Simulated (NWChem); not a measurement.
Species: SiH$_{2}$O$_{2}$, singlet; SMILES O[Si]O

```xyz
5

Si     0.6261     0.0205     0.0000
O     -0.4115     1.3174     0.0000
H     -1.3550     1.1039     0.0000
O     -0.5185    -1.2095     0.0000
H     -0.1674    -2.1067     0.0000
```
Atoms are numbered in this order, from 1.

Level: PBE0/def2-SVP (NWChem), optimised geometry, unscaled harmonic frequencies. Low-valent species are run as closed-shell singlets; no triplet was tried in these runs.

### Question
List the harmonic frequencies with IR intensities, and the thermochemistry.

### Answer
```tsv
frequency (cm⁻¹)	IR intensity (km/mol)
309	31.2
468	174.4
537	82.7
770	94.6
783	123.6
857	199.6
909	100.5
3844	70.1
3909	114.7
```

```yaml
zero_point_energy: 17.7 kcal/mol
thermal correction to the enthalpy at 298.15 K (with zero-point energy): 20.8 kcal/mol
heat capacity Cv: 12.5 cal/(mol K)
entropy at 298.15 K and 1 atm (symmetry number 1): 64.6 cal/(mol K)
dipole_moment: 1.98 D
```

Rigid rotor and harmonic oscillator.
